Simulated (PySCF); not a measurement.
Polarisability of `N#Cc1ccc[s+]c1`

C6H4NS (charge +1).
SMILES with atom numbers: `[N:1]#[C:2][c:3]1[cH:4][cH:5][cH:6][s+:7][cH:8]1` (hydrogens: H9 on C4; H10 on C5; H11 on C6; H12 on C8)

Cartesian coordinates in Å at the GFN2-xTB level; atoms count from 1:
```
atom  x, y, z in Å
N1     3.373   -0.980   -0.151
C2     2.303   -0.588   -0.081
C3     0.960   -0.109    0.002
C4    -0.090   -0.994   -0.276
C5    -1.422   -0.603   -0.217
C6    -1.818    0.671    0.118
S7    -0.762    1.937    0.499
C8     0.756    1.214    0.355
H9     0.154   -2.012   -0.546
H10   -2.187   -1.334   -0.443
H11   -2.865    0.935    0.154
H12    1.599    1.861    0.560
```

Level: PBE0/def2-SVPD (PySCF), static field, nuclei fixed, core orbitals frozen in the response. The polarisability tensor in these axes (au):

```
x   113.69 -12.87  -1.16
y   -12.87  87.90  10.89
z    -1.16  10.89  49.26
```

Diagonalise the tensor; give its mean and Δα, where Δα² is half the sum of the squared differences of the eigenvalues.

Principal values 46.33, 85.10 and 119.41 au; mean 83.62 au = 12.39 Å³ = 13.79 × 10⁻⁴⁰ C²·m²/J; Δα = 63.33 au (76 % of the mean).

Give the eigenvalues of the traceless quadrupole moment Θ = ½Σq(3rr − r²1), origin at the centre of nuclear charge.

-11.82, -2.14, 13.96 D·Å. The values depend on the origin, since the species is charged. The electronic extent ⟨r²⟩ about the same centre is 1070 bohr², a root-mean-square distance of 2.20 Å for the 62 electrons.

What depolarisation ratio follows for Rayleigh scattering of linearly polarised light, taking the static tensor?

ρ = 3Δα²/(45ᾱ² + 4Δα²) = 12032.5/(314617 + 16043.3) = 0.0364.

Give the principal axes and the span of the nuclei along them.

Largest value along (0.91, -0.40, -0.08), where the nuclei span 6.49 Å; middle along (0.41, 0.88, 0.25), 4.60 Å; least along (-0.03, -0.26, 0.96), 0.00 Å. The response follows the extents in order.

Geometry: GFN2-xTB; no solvent, vibrations or thermal averaging.

The run behind these numbers computed excited states as well. The run took 42 s on Arm Neoverse N1, one thread, shared host with 64 logical CPUs at a one-minute load of 38, and the process peaked at 0.85 GiB of memory.
